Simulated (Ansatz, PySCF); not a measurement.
C3H5AlClF, SMILES C=C[CH2][Al]([F])[Cl]. Atoms are numbered in the order given.

```xyz
11

Al     0.2189    -0.1801     0.2224
C     -0.0795    -1.7393    -0.8997
C     -0.2866    -0.7096    -1.9575
C      0.6459     0.1861    -2.3582
H     -0.9348    -2.4044    -0.7477
H      0.8587    -2.3030    -1.0106
H     -1.3160    -0.5567    -2.3069
H      1.6951     0.1086    -2.0473
H      0.3912     0.9937    -3.0474
Cl    -1.3227     0.9617     1.0682
F      1.7848     0.2212     0.6268
```
Charge 0, spin multiplicity 1.

Geometry: PBE0-D3(BJ)/def2-SVP. The structure was generated by enumeration; whether it is a known compound was not checked. Other conformers were not sampled.

Two levels are set side by side: PBE-D3(BJ)/def2-SVP (Ansatz, an electronic-structure program) and PBE0-D3(BJ)/def2-SVP (Ansatz). Each level has its own optimised geometry; the coordinates shown are those of the second. Frequencies come from the Hessian of PySCF at each geometry. Differences are taken from unrounded values.

```
quantity                            PBE0-D3(BJ)  PBE-D3(BJ)  PBE-D3(BJ) minus PBE0-D3(BJ)
----------------------------------  -----------  ----------  ----------------------------
mean bond length (Å)                      1.485       1.496                         0.011
bond Al1–C2 (Å)                           1.944       1.957                         0.012
bond Al1–C3 (Å)                           2.300       2.323                         0.024
bond Al1–Cl10 (Å)                         2.097       2.109                         0.013
bond Al1–F11 (Å)                          1.666       1.680                         0.014
bond C2–C3 (Å)                            1.491       1.498                         0.007
bond C3–C4 (Å)                            1.354       1.364                         0.010
bond C2–H5 (Å)                            1.094       1.102                         0.008
bond C2–H6 (Å)                            1.100       1.108                         0.008
bond C3–H7 (Å)                            1.098       1.106                         0.008
bond C4–H8 (Å)                            1.097       1.104                         0.007
bond C4–H9 (Å)                            1.092       1.100                         0.008
highest harmonic wavenumber (cm⁻¹)         3270        3179                           -90
mean harmonic wavenumber (cm⁻¹)            1205        1166                           -39
zero-point energy (kcal/mol)              46.53       45.00                         -1.52
```

GGA bonds tend to be longer and softer than those of functionals with exact exchange. Differences between two approximate levels are no errors against the true value.
